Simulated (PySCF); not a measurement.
# What a mistake does to a calculation on BGeH5OSi

All numbers below are calculated, not measured. They come from PySCF 2.14.0, an open-source quantum chemistry program, on an isolated molecule that a program drew, which may never have been made. The molecule is BGeH5OSi (charge 0, singlet), drawn as the SMILES string `[BH2][GeH2][SiH]=O`.

Each row is a Hartree-Fock (HF) and frozen-core CCSD(T) single point in the cc-pV(D+d)Z basis, meant for a local HF minimum. Run 1 is clean. Each other run has one planted mistake out of seven kinds, and not every kind appears here: one electron removed, one electron added, multiplicity raised by two, geometry at a saddle point, minimal basis STO-3G, one bond length entered in bohr, all coordinates scaled. The reference is restricted for singlets and unrestricted otherwise, and also for a bond in bohr. Adding or removing an electron swaps singlet and doublet. Electrons count all cores. HOMO and LUMO are orbital energies over both spins, the gradient is its largest component, and the lowest frequency (negative if imaginary) is given only where the gradient is small. Bond lengths are over the 8 bonds as drawn. T1 is the CCSD diagnostic: over 0.02 (restricted) or 0.045 (unrestricted) a single reference is doubtful. Germanium has the cc-pVDZ-PP basis, with a core potential (ECP10MDF) in place of its 10 inner electrons, and its 3s, 3p and 3d shells are frozen in CCSD(T).

Geometry of the clean run:
```xyz
9
BGeH5OSi, angstrom
B     1.3014    2.4693   -0.6928
Ge   -0.1511    0.9987   -0.9400
Si   -2.0074    1.7446    0.3947
O    -1.9175    3.0311    1.1678
H     1.3271    3.4151   -1.4234
H     2.0946    2.3857    0.1977
H     0.2505   -0.3922   -0.4295
H    -0.6582    0.8342   -2.3796
H    -3.2160    0.8848    0.4118
```

| run | electrons | basis functions | <S^2> | HOMO (eV) | LUMO (eV) | gradient (hartree/bohr) | lowest frequency (cm^-1) | mean bond (Å) | longest bond (Å) | T1 | HF (hartree) | CCSD(T) (hartree) | mistake |
|---|---|---|---|---|---|---|---|---|---|---|---|---|---|
| 1 | 64 | 99 | 0.000 | -10.41 | 1.04 | 1.0e-05 | 52 | 1.6168 | 2.405 | 0.0210 | -684.73150 | -685.25163 | no fault |
| 2 | 64 | 99 | 0.000 | -10.25 | 0.85 | 6.4e-02 | - | 1.6944 | 2.520 | 0.0235 | -684.71361 | -685.24409 | all coordinates scaled |
| 3 | 64 | 99 | 0.889 | -8.78 | 0.24 | 2.0e-02 | - | 1.7818 | 2.803 | 0.0344 | -684.63392 | -685.14412 | ? |
| 4 | 64 | 99 | 2.025 | -7.54 | -2.28 | 4.4e-02 | - | 1.6168 | 2.405 | 0.0330 | -684.60125 | -685.11935 | ? |

**Which mistake was planted in run 3, and what did it cost?**

The mean bond changes by a factor of 1.102 and the longest by 1.165, so the molecule wasn't scaled as a whole. A length L in bohr read as angstrom grows by (1/0.5292 - 1) L = 0.890 L. The 8 bonds together grew by 8 x 0.1650 = 1.320 Å, which gives L = 1.484 Å. That is bond Si3-H9, 1.483 Å in the clean geometry. So the mistake is: one bond length entered in bohr. Subtracting run 1 and multiplying by 627.51 kcal/mol a hartree, the energy moved by 61.2 kcal/mol in HF and 67.5 kcal/mol in CCSD(T).

**Which mistake was planted in run 4, and what did it cost?**

Electrons, basis and geometry are unchanged, and <S^2> is 2.025, beside S(S+1) = 2.00 for a multiplicity of 3. So the mistake is: multiplicity raised by two. Subtracting run 1 and multiplying by 627.51 kcal/mol a hartree, the energy moved by 81.7 kcal/mol in HF and 83.0 kcal/mol in CCSD(T).

Cautions from the logs. Run 1: T1 is over the limit, so its CCSD(T) energy is less reliable; run 2: T1 is over the limit, so its CCSD(T) energy is less reliable.
